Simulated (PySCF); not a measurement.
O4Ru, multiplicity 1. Atoms are numbered in the order given.

```xyz
5

Ru     0.0000     0.0000     0.0000
O     -0.9691     0.9691    -0.9691
O      0.9691     0.9691     0.9691
O      0.9691    -0.9691    -0.9691
O     -0.9691    -0.9691     0.9691
```

Geometry: B3LYP-D3(BJ)/def2-SVP. The spin state was assumed, not searched. The isomer is the one that the SMILES or the coordinates give; other isomers of the formula were not compared. The def2 effective core potentials stand for the cores of Ru; spin–orbit coupling is left out.

Method: PBE/def2-TZVPD (PySCF).

Mulliken values depend strongly on the basis, most of all with diffuse functions as here. ESP charges are fitted to the potential on shells at 1.4 to 2.0 van der Waals radii. Atomic charges (e):

```
atom  Mulliken  ESP fit
----  --------  -------
Ru1       2.33     0.97
O2       -0.58    -0.24
O3       -0.58    -0.24
O4       -0.58    -0.24
O5       -0.58    -0.24
```
